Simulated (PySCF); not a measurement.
Molecule: `C#CCC(F)(F)CCl`, C5H5ClF2.

Bonds (- single, = double, # triple, : aromatic): C1#C2, C2-C3, C3-C4, C4-F5, C4-F6, C4-C7, C7-Cl8. C1 carries H9; C3 carries H10, H11; C7 carries H12, H13.

Frames of a GFN2-xTB Langevin trajectory at 600 K; GIAO PBE0/pcSseg-1 shieldings in PySCF 2.14, gas phase, non-relativistic; equivalent atoms averaged within each frame.

Shifts are taken against calculated references (same method and geometry level): 13C (186.93 ppm), 1H (31.72 ppm) against TMS; 19F (170.95 ppm) vs CFCl3; HCl for 35Cl (949.78 ppm). The references are static minima.

How do the shifts (ppm) fluctuate along the trajectory?

Answers


```csv
time (fs),C4,C2,C1,C7,C3,F5/F6,Cl8,H12/H13,H10/H11,H9
optimised geometry,129.8,81.9,79.2,50.9,27.7,-118.5,62,4.09,3.18,1.53
250,136.1,98.5,84.9,61.2,28.5,-82.4,104,5.80,2.49,1.06
425,150.2,86.0,80.0,58.2,40.4,-66.9,118,4.77,4.24,2.78
625,136.4,84.4,87.7,47.0,51.4,-92.8,66,3.92,4.55,3.40
800,127.4,87.4,80.4,56.4,38.8,-115.9,131,5.23,2.60,2.37
1000,128.0,88.4,80.6,60.1,41.3,-105.9,86,4.93,5.79,0.46
mean of frames,135.6,89.0,82.7,56.6,40.1,-92.8,101,4.93,3.93,2.01
standard deviation,9.2,5.6,3.4,5.6,8.2,19.3,26,0.69,1.39,1.22
```

5 frames give an uncertainty of the mean of about the standard deviation over 2.2 at best, since frames this close in time may not be independent; classical motion lacks zero-point vibration, and the reference would need the same averaging.
